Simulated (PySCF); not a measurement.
**ZnO⁺: one state, many levels of theory**

State: ²Π (doublet), unpaired electrons π ↑. Set-up: PySCF, no relativity, basis sets Zn def2-SVPD, O def2-SVPD. De refers to Zn⁺ + O in their high-spin ground configurations, without counterpoise correction. The functionals are run spin-unrestricted. A positive dipole points towards O; it is taken about the centre of mass and depends on that origin.

```tsv
Level	Re (Å)	ωe (cm⁻¹)	De (eV)	μ (D)
ROHF	1.800	704	-0.220	-6.54
ROHF-MP2	1.813	640	1.60	n/a
ROHF-SCS-MP2	1.819	630	1.53	n/a
PBE	1.813	609	2.22	-4.25
r²SCAN	1.793	643	2.03	-4.64
M06-L	1.796	652	2.03	-5.02
PBE0	1.804	630	1.70	-4.84
BHandHLYP	1.807	617	1.24	-5.20
M06-2X	1.817	638	1.60	-5.21
ωB97X	1.792	664	1.89	-5.23
```

**Question.** What does a quarter of exact exchange do here, going from PBE to PBE0?

**Answer.** PBE0 less PBE: -0.9 pm in Re, +3.4 % in ωe, -0.52 eV in De. Exact exchange removes part of the self-interaction that spreads semilocal densities, and in most molecules shortens and stiffens the bond and lowers De; so it does here.

**Question.** What does the step from GGA to meta-GGA do here, going from PBE to r²SCAN?

**Answer.** r²SCAN less PBE: -2.0 pm in Re, +5.6 % in ωe, -0.19 eV in De. 

**Question.** What does second-order correlation do here, going from ROHF to ROHF-MP2?

**Answer.** ROHF-MP2 less ROHF: +1.3 pm in Re, -9.1 % in ωe, +1.82 eV in De. Correlation nearly always deepens the well. The bond lengthens, as in strong covalent bonds, where excitations into antibonding orbitals dominate.

Correlated steps freeze 6 core orbitals. Correlated levels converge slowly with the basis: in double zeta they bind strong bonds too weakly, by up to about 1 eV, and carry superposition errors of some tenths. For an ion De counts to the pair picked by the measured ionisation energies or electron affinities, which need not be the lowest pair at this level. A negative De means that the minimum lies above the separated atoms at that level. The state is the lowest determinant that a PBE0 search found; another state may lie lower at other levels.

The whole job (state search and all levels along the bond) took about 2.9 min on 1 thread of Arm Neoverse V1 (shared host), peak memory 0.86 GiB.
